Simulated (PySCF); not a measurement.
C12H9F: Computed beside measured shifts

System: C12H9F (measured compound), SMILES Fc1cccc(-c2ccccc2)c1.

Atom-mapped SMILES (hydrogens are numbered by the atom that bears them): [F:1][c:2]1[cH:3][cH:4][cH:5][c:6](-[c:7]2[cH:8][cH:9][cH:10][cH:11][cH:12]2)[cH:13]1

Level of theory: GIAO KT3/pcSseg-2, gas phase, PySCF SCF with an in-house response code, fitting set def2-universal-JFIT, grid level 2, non-relativistic, geometry: PBE0-D3(BJ)/def2-SVP.

One optimised conformer. Values are averaged over the atoms that symmetry or fast rotation interchanges, on this one geometry and without vibrational averaging. Shifts are the reference shielding less the shielding here, at the same level (13C, 1H against isolated TMS; 19F against isolated CFCl3); nuclei without a reference have shieldings only.

Q: What shifts does this level give for F1, and how do they compare with measurement?

A: 
| atom | nucleus | computed / ppm | measured / ppm | computed less measured | measured against | medium of the measurement |
| --- | --- | --- | --- | --- | --- | --- |
| F1 | 19F | -129.7 | -113.2 | -16.5 | CFCl3 | not stated |

Computed 19F and 31P shifts carry an offset from the reference molecule (CFCl3 is hard for DFT, lone H3PO4 or PH3 isn't the 85 % acid), so differences between compounds are more accurate than the values.

Measured values: G. Saielli, R. Bini, A. Bagno, Computational 19F NMR. 2. Organic compounds, RSC Adv. 2014, ESI.
